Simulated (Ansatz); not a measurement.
The same path of a periodic cell of 17 atoms, Mo16F (host Mo, host structure bcc, interstitial F) was run twice with different band settings. Lost on the way: Mo8–F17. Made: Mo16–F17.

The calculation used Ansatz, DFT PBE-D3(BJ), scalar-relativistic, plane waves, PAW. Settings: cutoff 420 eV, k mesh 3x3x3, fermi-dirac smearing 0.1 eV, no spin polarisation.

Relaxed end points:

```xyz
17
Lattice="6.3000 0.0000 0.0000 0.0000 6.3000 0.0000 0.0000 0.0000 6.3000" Properties=species:S:1:pos:R:3
Mo 0.023 0.002 -0.023
Mo 3.118 0.002 -0.024
Mo 0.009 3.153 -0.002
Mo 0.004 0.003 3.174
Mo 1.570 1.569 1.560
Mo 3.132 3.152 -0.002
Mo 3.137 0.003 3.174
Mo 4.720 1.388 1.419
Mo 0.185 3.153 3.315
Mo 1.570 4.736 1.560
Mo 1.571 1.550 4.757
Mo 2.958 3.153 3.313
Mo 4.720 4.915 1.421
Mo 4.720 1.564 4.735
Mo 1.571 4.755 4.757
Mo 4.720 4.741 4.735
F 4.722 3.151 2.367
```

```xyz
17
Lattice="6.3000 0.0000 0.0000 0.0000 6.3000 0.0000 0.0000 0.0000 6.3000" Properties=species:S:1:pos:R:3
Mo 0.028 0.029 0.002
Mo 3.123 0.029 0.002
Mo 0.009 3.133 0.002
Mo 0.014 0.008 3.152
Mo 1.575 1.550 1.549
Mo 3.142 3.133 0.002
Mo 3.137 0.008 3.152
Mo 4.725 1.570 1.564
Mo 0.190 2.992 3.152
Mo 1.575 4.746 1.569
Mo 1.575 1.550 4.755
Mo 2.960 2.992 3.152
Mo 4.725 4.886 1.387
Mo 4.725 1.570 4.741
Mo 1.575 4.746 4.736
Mo 4.725 4.886 4.917
F 4.725 3.939 3.152
```

Common settings: climbing image yes; end points relaxed.

| run | movable images | spring | optimiser | start path | force threshold | iteration limit |
| --- | --- | --- | --- | --- | --- | --- |
| 1 | 5 | 2.0 eV/Å² | lbfgs | IDPP | 0.03 eV/Å | 38 |
| 2 | 3 | 100.0 eV/Å² | fire | default | 0.05 eV/Å | 50 |

Q: What does each run give, and how far can it be trusted?

A: Run 1: converged after 13 iterations, highest image 0.375 eV above the first end. By the program's own check the climbing image is a first-order saddle point (lowest curvatures found: -6.48 and 2.55 eV/Å²).
Run 2: converged after 31 iterations, highest image 0.375 eV above the first end. The order of the stationary point at the top wasn't checked.
Limits of this set-up: coarse k mesh, odd electron count without spin, a small cell, in which the defect meets its images.
